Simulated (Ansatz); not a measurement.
`C#C[Si](F)(Cl)Cl` + H–F → `F[Si](F)(Cl)Cl` + `C#C` at 298.15 K and 1 bar (ligand exchange at the Si–C bond).

Gas-phase electronic energies from Ansatz, PBE0-D4/def2-TZVP geometries. CBS: MP2 limit from def2 TZ/QZ plus the TZ coupled-cluster correction, frozen cores. This one scheme is used for every species.

```tsv
species	CCSD(T)/CBS energy (Eh)	H − E (kJ/mol)	S (J/(mol·K))
`C#C[Si](F)(Cl)Cl`	-1385.25733	90.6	360.0
H–F	-100.39570	33.5	173.6
`F[Si](F)(Cl)Cl`	-1408.46553	43.6	322.9
`C#C`	-77.22717	80.8	200.2
```

H − E and S are ideal-gas, rigid-rotor, harmonic terms from PBE0-D4/def2-TZVP. 1 Eh = 2625.50 kJ/mol, R = 8.31446 J/(mol·K).

Q: By hand: ΔE, ΔH, ΔS and ΔG.

A: ΔE = (-1408.46553) + (-77.22717) − (-1385.25733) − (-100.39570) = -0.03967 Eh = -104.2 kJ/mol. Δ(H − E) = 43.6 + 80.8 − 90.6 − 33.5 = 0.3, so ΔH = -103.9 kJ/mol. ΔS = 322.9 + 200.2 − 360.0 − 173.6 = -10.5 J/(mol·K). ΔG = -103.9 − 298.15 × (-10.5)/1000 = -100.8 kJ/mol.

Q: By hand: the equilibrium constant, and the temperature at which ΔG would vanish if ΔH and ΔS stayed fixed.

A: log₁₀ K = −ΔG/(RT ln 10) = 17.7. ΔG = 0 at ΔH/ΔS = 9895 K, far beyond where these terms or the molecules hold.

The number of gas molecules stays the same, so ΔS is small and ΔH decides. A doubt of 5 kJ/mol in ΔE shifts log₁₀ K by 0.9 here. These are equilibria of isolated gas molecules and say nothing of rates. Largest T1 diagnostic: 0.013 (customary marks: 0.02 for closed shells, 0.045 for open ones).
